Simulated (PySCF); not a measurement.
Ionisation energy of Ag³³⁺ by level of theory

Ag³³⁺ [Ne] 3s2 3p2 (3P) → Ag³⁴⁺ [Ne] 3s2 3p1 (2P), as a difference of total energies. All numbers are calculated (PySCF 2.14, scalar relativity by spin-free X2C-1e, in an even-tempered Gaussian basis (18 s from 5 bohr⁻², ratio 2.5; 12 p from 6.5 bohr⁻², ratio 2.5; 5 d from 27 bohr⁻², ratio 2.7; 4 f from 41 bohr⁻², ratio 2.7)). Correlated levels: outer shells: 1s2 frozen; virtual orbitals above 40 to 60 times the deepest correlated orbital energy dropped. The calculations carry no spin-orbit coupling.

```tsv
method	ionisation energy (eV)
UHF	2052.4
MP2 (outer shells)	2052.9
SCS-MP2 (outer shells)	2052.7
CCSD (outer shells)	2052.8
CCSD(T) (outer shells)	2052.8
```

Spin-orbit coupling is strong in these open shells (close to jj coupling). The scalar numbers leave it out and a first-order estimate fails, so it can dominate the gap to the real levels.

Breit and QED terms and the two-electron picture change are absent.

For comparison: 2077 ± 4 eV (semi-empirical (NIST evaluation); NIST Atomic Spectra Database, ionization energies).
